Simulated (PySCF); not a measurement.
Identify the unknown among the candidates.

All candidates are C4H7NSi.

- 1H NMR: chemical shifts (computed TMS as zero) by class: 8.33 (1 H), 5.03 (3 H), 2.25 (3 H) ppm [GIAO PBE0/pcSseg-1]
- Polarisability: 90.6 au [PBE0/def2-SVPD]
- Rotational structure: rotational constants A, B, C: 23.343, 0.877, 0.858 GHz [GFN2-xTB]
- 13C NMR: chemical shifts (computed TMS as zero) by class: 159.1 (1 C), 99.4 (1 C), 87.8 (1 C), 5.6 (1 C) ppm [GIAO PBE0/pcSseg-1]
- UV, first state: lowest singlet excitation: 3.71 eV (334 nm, f = 0.000) [TDDFT PBE0/def2-SVPD]
- NMR, other nuclei: isotropic shieldings of nuclei other than C and H, by class: -141 (1 N), 408 (1 Si) ppm [GIAO PBE0/pcSseg-1]

Electronic properties: PySCF, gas phase, density fitting. Levels stand in brackets. Geometry: GFN2-xTB; no solvent, vibrations or thermal averaging. NMR values are class means; diastereotopic atoms form classes of their own.

Problem. Which candidate is it?
A. `CC#C/C=N/[SiH3]`
B. `[SiH3]/N=C/C1=CC1`
C. `C#CC/C=N\[SiH3]`
D. `C#C[C@H]1NC[SiH2]1`

Solution. A. It is `CC#C/C=N/[SiH3]`. Numbering: `[CH3:1][C:2]#[C:3]/[CH:4]=[N:5]/[SiH3:6]`. Its formula, C4H7NSi, gives 3 degrees of unsaturation: 0 rings and 3 π bonds in the structure found. 4 carbons fall into 4 classes; from least to most shielded: C=N carbon [C4] (159.1 ppm), alkyne carbon [C2] (99.4 ppm), alkyne carbon [C3] (87.8 ppm), propargylic carbon [C1] (5.6 ppm). Hydrogen classes from least to most shielded: 1 H on a C=N carbon, C4 (8.33 ppm), 3 H on an SiH3 silicon, Si6 (5.03 ppm), 3 H on a propargylic carbon, C1 (2.25 ppm). The other shieldings belong to: -141 ppm, C=N nitrogen [N5]; 408 ppm, SiH3 silicon [Si6]. S1 is mainly HOMO→LUMO (weight 0.99); the largest Löwdin shares of the orbital it empties are 0.60 on the C=N nitrogen, 0.13 on the C=N carbon, 0.10 on the SiH3 silicon and 0.06 on an Si–H hydrogen, of the orbital it fills 0.28 on the C=N carbon, 0.27 on the C=N nitrogen, 0.15 on an alkyne carbon and 0.11 on an alkyne carbon. By its constants the optimised geometry is a nearly prolate symmetric top.

The others, at the same levels:
- `C#C[C@H]1NC[SiH2]1` fails: its computed 13C shifts are 90.3 (1 C), 78.6 (1 C), 44.1 (1 C), 38.2 (1 C) ppm, 1H shifts are 4.89 (1 H), 4.79 (1 H), 4.37 (1 H), 3.49 (1 H), 3.27 (1 H), 1.93 (1 H), 0.97 (1 H) ppm and lowest singlet excitation is 5.29 eV (234 nm, f = 0.006) (against 3.71 eV).
- `C#CC/C=N\[SiH3]` fails: its computed 13C shifts are 174.9 (1 C), 81.7 (1 C), 79.7 (1 C), 31.9 (1 C) ppm, 1H shifts are 8.55 (1 H), 5.02 (3 H), 3.14 (2 H), 1.68 (1 H) ppm and lowest singlet excitation is 4.19 eV (296 nm, f = 0.001) (against 3.71 eV).
- `[SiH3]/N=C/C1=CC1` fails: its computed 13C shifts are 163.4 (1 C), 128.5 (1 C), 127.4 (1 C), 9.8 (1 C) ppm, 1H shifts are 9.51 (1 H), 7.56 (1 H), 5.16 (3 H), 1.30 (2 H) ppm and lowest singlet excitation is 3.39 eV (366 nm, f = 0.000) (against 3.71 eV).

Each candidate is one conformer, not necessarily the lowest. The conformers computed, where there is a choice (atom-mapped SMILES and torsion angles):
- `[CH:1]#[C:2][CH2:3]/[CH:4]=[N:5]\[SiH3:6]`: C2–C3–C4–N5 -131°
- `[SiH3:1]/[N:2]=[CH:3]/[C:4]1=[CH:5][CH2:6]1`: N2–C3–C4–C5 -176°
